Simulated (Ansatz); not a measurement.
Species: CHCl (charge 0, singlet). 
Structure (B3LYP-D3(BJ)/def2-TZVP (Ansatz, a first-principles code) minimum search):
SMILES: [CH]Cl
```xyz
3

C     -1.0688     0.5284     0.0463
Cl     0.4789    -0.1654    -0.0143
H     -1.7291    -0.3590    -0.0347
```
Charge 0, spin multiplicity 1.

Basis-set convergence of Hartree-Fock and MP2 correlation energies (hartree) with Ansatz. Cores are frozen in the correlated levels unless marked. Spin-orbit coupling is left out. No relativistic terms.

The Hartree-Fock reference is unstable (checked in the largest basis), which strains HF and MP2. 

| basis | functions | E(HF) | E(corr, MP2) |
|---|---|---|---|
| def2-SVPD | 55 | -497.64817 | -0.26086 |
| def2-TZVPPD | 105 | -497.84823 | -0.32838 |
| def2-QZVPPD | 175 | -497.86229 | -0.35596 |

Extrapolating the two largest sets (X = 3 and 4) as X^-3: E(corr) = (64·(-0.35596) - 27·(-0.32838))/37 = -0.3761 Eh, an estimate of the basis-set limit. The largest set recovers 94.6 % of it, the smallest 69.4 %.
